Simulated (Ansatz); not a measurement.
One group Y is varied and pulled off as a radical: Y-SnCl3. All species are isolated molecules in the gas phase. Each species was relaxed from one start; no search for lower structures was made at this level. In the def2 sets, heavy atoms carry core potentials. Strings in code marks are SMILES.

The numbers are results of B3LYP-D3(BJ)/def2-TZVP // PBE0-D3(BJ)/def2-SVP (Ansatz, a program for electronic structure), not measurements. B3LYP has the VWN-RPA correlation part, as in Gaussian. 

```csv
species,dipole moment (D),HOMO–LUMO gap (eV),HOMO (eV)
group removed as a radical (`[Cl][Sn]([Cl])[Cl]`),(withheld),–,–
Y = ethyl (`[Cl][Sn]([Cl])([CH2]C)[Cl]`),3.92,6.02,-8.50
Y = n-butyl,–,5.96,-8.40
Y = tert-butyl (`C[C](C)(C)[Sn]([Cl])([Cl])[Cl]`),4.43,5.51,-7.98
Y = benzyl (`[Cl][Sn]([Cl])([Cl])[CH2]c1ccccc1` (Sn–C–C–C torsion 89°)),–,4.46,(withheld)
Y = trifluoromethyl (`F[C](F)(F)[Sn]([Cl])([Cl])[Cl]`),0.58,5.91,-9.19
"Y = 2,2,2-trifluoroethyl (`FC(F)(F)[CH2][Sn]([Cl])([Cl])[Cl]`)",(withheld),(withheld),-9.15
"Y = but-3-enyl (`C=CC[CH2][Sn]([Cl])([Cl])[Cl]` (C–C–C–C torsion -116°, C–C–C–Sn torsion 180°))",–,5.20,-7.73
```

Task: Some entries are withheld; supply them.

Result: 
- group removed as a radical (`[Cl][Sn]([Cl])[Cl]`), dipole moment (D): 2.11
- Y = benzyl (`[Cl][Sn]([Cl])([Cl])[CH2]c1ccccc1` (Sn–C–C–C torsion 89°)), HOMO (eV): -7.09
- Y = 2,2,2-trifluoroethyl (`FC(F)(F)[CH2][Sn]([Cl])([Cl])[Cl]`), dipole moment (D): 2.31
- Y = 2,2,2-trifluoroethyl (`FC(F)(F)[CH2][Sn]([Cl])([Cl])[Cl]`), HOMO–LUMO gap (eV): 6.23
